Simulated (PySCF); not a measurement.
Molecule: sum formula BNH₂F₂, net charge 0, singlet state. 
Structure (B3LYP-D3(BJ)/def2-TZVP (Ansatz) minimum search):
```
B
F 1 1.3346
F 1 1.3346 2 117.54
N 1 1.3941 2 121.23 3 -180.00
H 4 1.0045 1 122.46 2 0.00
H 4 1.0045 5 115.08 1 180.00
```

Dispersion corrections to the total energy (kcal/mol) from the dftd3 and dftd4 libraries through PySCF: D3(BJ) without and D4 with the three-body term, each with the damping fitted for the functional named.

```json
[
 {"functional": "revPBE", "D3(BJ)": "-4.13", "D4": "?"},
 {"functional": "PBE0", "D3(BJ)": "-1.26", "D4": "-1.29"},
 {"functional": "PW6B95", "D3(BJ)": "?", "D4": "-1.43"},
 {"functional": "HSE06", "D3(BJ)": "-0.87", "D4": "-1.18"},
 {"functional": "B2PLYP", "D3(BJ)": "?", "D4": "-1.09"},
 {"functional": "LC-wPBE", "D3(BJ)": "-1.32", "D4": "-1.74"},
 {"functional": "B3LYP", "D3(BJ)": "-2.60", "D4": "-2.55"}
]
```

Q: Fill in the missing entries.

A: 
- revPBE, D4: -6.01
- PW6B95, D3(BJ): -0.65
- B2PLYP, D3(BJ): -1.14
